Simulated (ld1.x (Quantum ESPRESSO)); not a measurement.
## Logarithmic derivatives: Zn, PAW

- Element: zinc
- Generator: ld1.x (Quantum ESPRESSO) 7.5
- Type: PAW
- Functional: PW91
- Relativity: scalar-relativistic
- Frozen core: [Ne]
- Valence charge: 20
- Reference configuration: 3s2 3p6 3d10 4s2 4p0
- Partial waves: 3s (bound): rcut 1.10, rcutus 1.20 bohr; 4s (bound): rcut 1.10, rcutus 1.20 bohr; 3p (bound): rcut 1.25, rcutus 1.55 bohr; 4p (bound, empty): rcut 1.25, rcutus 1.55 bohr; 3d (bound): rcut 1.30, rcutus 1.60 bohr; 3d channel at 0.3 Ry: rcut 1.30, rcutus 1.60 bohr; 4f channel at 0.05 Ry: rcut 1.05, rcutus 1.40 bohr; 4f channel at 0.95 Ry: rcut 1.05, rcutus 1.40 bohr
- Local potential: all-electron potential smoothed inside 1.45 bohr (lloc = -1)
- Core correction: a·sin(br)/r model core, default radius (ld1.x builds one for every PAW set, though the input has nlcc=.false.)
- Augmentation charge: PSQ, inside the norm-conserving radii

The phase is arctan(r·u′/u) with u = r·R(r), unwrapped; energies in Ry, scanned from -11 to 5 Ry. A pole is an energy at which the radial function vanishes at the test radius. The pseudo phase is shifted by a multiple of π to meet the all-electron one at the reference energy, and phase errors are pseudo minus all-electron; the curves can meet again beyond the range given. Levels narrower than the energy grid can be missing from the lists of poles.

```csv
channel,radius (bohr),reference energy (Ry),"poles, all-electron","poles, pseudo",unbroken range about the reference energy with phases within 0.05 rad,phase error 1 Ry above the reference energy (rad)
s,1.74,-0.44,-9.43,-9.43,the whole range,-0.001
p,1.74,-0.09,-6.00,-6.00,the whole range,+0.005
d,1.74,-0.75,-0.31,-0.31,the whole range,+0.000
f,1.74,0.05,none,none,the whole range,+0.000
```

Phases in the s channel:

```
E (Ry)  all-electron  pseudo
-11.00         1.368   1.368
-10.52         1.354   1.354
-10.04         1.322   1.322
 -9.56        -0.223  -0.222
 -9.08        -1.722  -1.722
 -8.60        -1.756  -1.756
 -8.12        -1.772  -1.772
 -7.64        -1.785  -1.785
 -7.16        -1.797  -1.797
 -6.68        -1.809  -1.809
 -6.20        -1.821  -1.821
 -5.72        -1.835  -1.835
 -5.24        -1.851  -1.851
 -4.76        -1.869  -1.869
 -4.28        -1.891  -1.891
 -3.80        -1.916  -1.916
 -3.32        -1.948  -1.948
 -2.84        -1.987  -1.987
 -2.36        -2.038  -2.038
 -1.88        -2.108  -2.108
 -1.40        -2.207  -2.207
 -0.92        -2.355  -2.355
 -0.44        -2.590  -2.589
  0.04        -2.956  -2.956
  0.52        -3.427  -3.427
  1.00        -3.840  -3.841
  1.48        -4.116  -4.118
  1.96        -4.290  -4.291
  2.44        -4.404  -4.405
  2.92        -4.483  -4.485
  3.40        -4.541  -4.543
  3.88        -4.586  -4.588
  4.36        -4.622  -4.624
  4.84        -4.652  -4.654
```
